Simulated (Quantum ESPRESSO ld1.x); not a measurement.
Problem. The mean radii <r> (bohr) of the occupied orbitals of an atom or ion are listed with their occupations. All-electron calculation, scalar-relativistic Kohn-Sham, LDA (Slater exchange, Perdew-Wang correlation), spin-polarised, spherical densities, point nucleus. Program: ld1.x of Quantum ESPRESSO 7.5.

| orbital | occ. | <r> |
|---|---|---|
| 1s up | 1 | 0.01774 |
| 1s down | 1 | 0.01774 |
| 2s up | 1 | 0.07493 |
| 2s down | 1 | 0.07493 |
| 2p up | 3 | 0.06730 |
| 2p down | 3 | 0.06729 |
| 3s up | 1 | 0.1940 |
| 3s down | 1 | 0.1940 |
| 3p up | 3 | 0.1947 |
| 3p down | 3 | 0.1946 |
| 3d up | 5 | 0.1763 |
| 3d down | 5 | 0.1763 |
| 4s up | 1 | 0.4320 |
| 4s down | 1 | 0.4320 |
| 4p up | 3 | 0.4597 |
| 4p down | 3 | 0.4597 |
| 4d up | 5 | 0.4893 |
| 4d down | 5 | 0.4890 |
| 5s up | 1 | 1.001 |
| 5s down | 1 | 0.9955 |
| 4f up | 7 | 0.5564 |
| 4f down | 7 | 0.5533 |
| 5p up | 3 | 1.151 |
| 5p down | 3 | 1.144 |
| 5d up | 4 | 1.533 |

Name the element and its charge. Open shells, if any, are filled with parallel spins first.

Solution. Z = 76, osmium, charge +4: Os4+ in [Xe] 4f14 5d4. The 1s radius gives Z: for a bare nucleus <r> = (2 gamma + 1)/(2Z) with gamma = sqrt(1 - (Z/c)^2), 0.01753 bohr for Z = 76, and screening makes it slightly larger (0.01774 here). The occupations add up to 72, and the charge is Z minus that.
